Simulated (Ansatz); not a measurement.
`C[Si](C)(F)[GaH2]` + `CN[SiH2][AlH2]` → `C[Si](C)(F)[AlH2]` + `CN[SiH2][GaH2]`  (redistribution)

Gas-phase electronic energies from Ansatz, PBE0-D4/def2-TZVP geometries. CCSD(T)/CBS adds triple-zeta CCSD(T) − MP2 to the extrapolated MP2 energy (def2 sets, frozen cores). DFT in def2-TZVPP. B3LYP here is the variant with VWN-RPA as its local correlation; programs differ in this. For Ga outer-core shells are correlated without core-valence functions, which leaves a few kJ/mol of doubt a bond. Scalar relativity is left out up to krypton. Each species was taken in one conformer, which may not be the lowest.

| level | ΔE (kJ/mol) |
| --- | --- |
| PBE0-D4 | -3.6 |
| ωB97X-V | -5.2 |
| B3LYP | -5.0 |
| HF/def2-TZVPP | -6.8 |

**Question.** What does CCSD(T)/CBS give? (An estimate is asked.)

**Answer.** Computed: -4.4 kJ/mol. The listed levels differ from it by 0.8, -0.8, -0.6, -2.4 kJ/mol.

Largest T1 diagnostic among the species: 0.012.
